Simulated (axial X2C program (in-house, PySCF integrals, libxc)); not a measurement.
**Bond lengths and stretching modes, held linear, of MoOH⁻**

Calculated with an axial X2C code built on PySCF integrals: two-component X2C with atomic mean-field Coulomb and Gaunt terms, Gaussian nuclei, basis Mo dyall-v3z, O dyall-av3z, H dyall-v3z with contracted cores. Spin-free rows use the one-electron spin-free X2C Hamiltonian.

Masses Mo 97.905, O 15.995, H 1.008 u. States: 2c Ω = 3 (beyond evenly filled blocks: ω = 1/2, ω = 5/2); spin-free M_S = 3, Λ = 0 (beyond evenly filled blocks: 2 × σα, π+α, π-α, δ+α, δ-α).

MP2, 2c: energies above the lowest point

```csv
r(Mo–O) (Å),r(O–H) (Å),E (meV)
1.9919,0.9301,47.48
1.9919,0.9540,26.02
1.9919,0.9778,35.37
2.0430,0.9301,21.14
2.0430,0.9540,0.00
2.0430,0.9778,9.75
2.0430,1.0017,45.67
2.0941,0.9301,26.57
2.0941,0.9540,5.39
2.0941,0.9778,15.21
2.1452,0.9540,34.48
2.1452,1.0017,80.30
```

Problem. Fit a quadratic surface with cubic terms in each bond: where is the minimum, and what are the two stretching wavenumbers?

Solution. At MP2, 2c: bonds 2.058 and 0.958 Å; harmonic stretches 456.8 and 3895.1 cm⁻¹; force constants 1.78, 8.47 and coupling 0.01 mdyn/Å.

The other levels and Hamiltonians give:

```tsv
Hamiltonian	level	r(Mo–O) (Å)	r(O–H) (Å)	lower stretch (cm⁻¹)	upper stretch (cm⁻¹)
2c	PBE0	2.043	0.953	452.6	3907.8
2c	HF	2.122	0.933	401.5	4222.8
2c	TPSSh	2.036	0.960	462.6	3780.3
spin-free	PBE0	2.042	0.954	452.8	3906.2
spin-free	HF	2.121	0.933	402.1	4222.7
spin-free	TPSSh	2.035	0.960	463.0	3778.3
spin-free	MP2	2.058	0.958	457.4	3895.0
```

Each state is one determinant, the lowest of a limited PBE0 search; the stretches come from a fit to these few points and carry an uncertainty of a few per cent. Other orders of the atoms were not compared. MP2 freezes inner shells (threshold -2 hartree). For an anion the highest level of a functional can be positive, and the basis then holds the extra electron. The molecule was held linear; bending was not examined, so a bent shape may lie lower. Open-shell Ω = 0 determinants with evenly filled partner blocks cannot be reached by this program, so the Ω shown need not be the lowest component. Note: several unpaired electrons, one determinant need not be a pure state.
